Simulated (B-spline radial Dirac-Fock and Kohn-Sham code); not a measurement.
# Ca⁺ 3s: cross section and angular parameters

System: Ca⁺ in the configuration [Ar] 4s1; threshold 59.88 eV (orbital energy of the model). Calculated with a B-spline atomic structure program, using Dirac-Hartree-Slater photoionisation with a Latter tail; cross sections with all multipoles, angular parameters from the dipole term and its interference with E2.

Input file task.json (cfg lists n, l and occupation; rrms is the nuclear radius in fm):

```json
{"items": [{
  "Z": 20,
  "q": 1,
  "cfg": [[1, 0, 2], [2, 0, 2], [2, 1, 6], [3, 0, 2], [3, 1, 6], [4, 0, 1]],
  "A": 40,
  "rrms": 3.4776,
  "do": "xps",
  "hv": [88.6, 96.6, 134.0, 216.0, 225.0, 234.0, 272.0, 300, 399.0, 400, 495.0, 523.0, 624.0, 800, 1253.6, 1310.0, 1350.0, 1760.0, 1930.0, 2000, 2060.0, 2410.0, 2984.4, 3700.0, 3800.0, 4000, 4580.0, 5010.0, 9500.0, 15000]
}]}
```

Command: `python xray2_run.py task.json out`

For linearly polarised light dσ/dΩ = σ/(4π) [1 + β P₂(cos θ) + (δ + γ cos²θ) sin θ cos φ], with θ from the polarisation vector and φ the angle between the beam and the projection of the electron momentum on the plane normal to the polarisation.

| hν (eV) | σ (kb) | β | γ |
| --- | --- | --- | --- |
| 88.6 | 417 | 1.999 | 0.181 |
| 96.6 | 391 | 1.999 | 0.195 |
| 134 | 284 | 2.000 | 0.189 |
| 216 | 151 | 2.000 | 0.095 |
| 225 | 142 | 2.000 | 0.086 |
| 234 | 134 | 2.000 | 0.077 |
| 272 | 107 | 2.000 | 0.043 |
| 300 | 92.1 | 2.000 | 0.023 |
| 399 | 57.5 | 2.000 | -0.024 |
| 400 | 57.3 | 2.000 | -0.024 |
| 495 | 39.5 | 2.000 | -0.042 |
| 523 | 35.8 | 2.000 | -0.044 |
| 624 | 26.0 | 2.000 | -0.041 |
| 800 | 16.4 | 2.000 | -0.015 |
| 1253.6 | ? | ? | ? |
| 1310 | 6.22 | 2.000 | 0.122 |
| 1350 | 5.85 | 2.000 | 0.134 |
| 1760 | 3.37 | 2.000 | 0.258 |
| 1930 | 2.77 | 2.000 | 0.309 |
| 2000 | 2.56 | 2.000 | 0.330 |
| 2060 | 2.41 | 2.000 | 0.347 |
| 2410 | 1.70 | 2.000 | 0.447 |
| 2984.4 | 1.05 | 2.000 | 0.603 |
| 3700 | 0.637 | 2.000 | 0.780 |
| 3800 | 0.598 | 2.000 | 0.804 |
| 4000 | 0.529 | 2.000 | 0.849 |
| 4580 | 0.381 | 2.000 | 0.976 |
| 5010 | 0.306 | 2.000 | 1.064 |
| 9500 | 0.0593 | 1.999 | 1.801 |
| 15000 | 0.0171 | 1.999 | 2.474 |

**Question.** Give the values at Mg Kα (1253.6 eV).

**Answer.** σ = 6.80 kb, β = 2.000, γ = 0.105. For an s subshell δ is negligible.
